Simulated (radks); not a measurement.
Results of a calculation; reference values are marked as such.
Question: Ionisation of the holmium ion Ho+, [Xe] 4f11 6s1, to Ho2+, [Xe] 4f11, under several functionals. Scalar-relativistic Kohn-Sham, spin-polarised, spherical densities, finite nucleus; open shells are filled with parallel spins first (spin-orbit coupling, left out, can overturn this in heavy ions); a radial shooting solver on a logarithmic mesh with Libxc functionals. The NIST Atomic Spectra Database gives 11.78 eV (semi-empirical). Rank these functionals by the error of their Delta-SCF ionisation energy: r2SCAN; exchange-only r2SCAN; AM05; OLYP; BP86; MS2 meta-GGA.

Answer: From best to worst: OLYP 11.775 eV (-0.006); r2SCAN 11.790 eV (+0.009); AM05 11.950 eV (+0.169); MS2 meta-GGA 11.952 eV (+0.171); BP86 12.099 eV (+0.318); exchange-only r2SCAN 11.217 eV (-0.564). Open shells are spherical and high-spin; term and fine-structure splittings are not resolved. Spin-orbit splitting is averaged out at the scalar-relativistic level.
